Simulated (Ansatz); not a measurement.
Total energies of [CoI(H2O)5]2+ (CoIO5H10²⁺) from Ansatz at CAM-B3LYP-D4/def2-TZVP, gas phase (1 Eh = 27.2114 eV = 2625.5 kJ/mol). The reference geometry is relaxed at r2SCAN-D4/def2-SVP.

Cartesian coordinates in Å:
```
Co -0.106 0.166 -0.127
I -1.245 1.940 -1.500
O 0.793 -1.286 0.975
H 0.796 -1.356 1.945
H 1.393 -1.970 0.630
O -0.802 0.859 1.528
H -1.646 0.441 1.792
H -0.972 1.822 1.566
O 0.685 -0.663 -1.674
H 1.564 -0.300 -1.901
H 0.172 -0.629 -2.507
O 1.484 1.239 0.013
H 1.992 1.217 0.845
H 1.459 2.165 -0.303
O -1.656 -0.966 -0.219
H -2.390 -0.746 -0.827
H -1.521 -1.933 -0.235
```

```
           state                       geometry  energy (Eh)
charge 2 singlet                      reference  -2062.25519
charge 3 doublet                      reference  -2061.61531
charge 2 quintet  relaxed at r2SCAN-D4/def2-SVP  -2062.28172
```

In the def2 sets I takes a core potential; there is no spin–orbit coupling.

**Question.** Work out the vertical ionisation energy to the doublet.

**Answer.** E(charge 3 doublet) − E(charge 2 singlet) = -2061.61531 − (-2062.25519) = 0.63988 Eh = 17.41 eV. For comparison, −ε of the highest occupied level is 16.57 eV at this level, 0.84 eV less.

**Question.** Which of the charge 2 states is lowest, and how far above it are the others?

**Answer.** The quintet. singlet: -2062.25519 − (-2062.28172) = 0.02653 Eh = 69.7 kJ/mol.

The restricted singlet is unstable towards broken spin symmetry in Hartree–Fock (as tested in another run); at CAM-B3LYP-D4/def2-TZVP this wasn't settled.  The triplet lies 0.97 eV below the singlet at this level but is left out (at the level of its geometry, ⟨S²⟩ 2.98, where a pure state has 2.00).
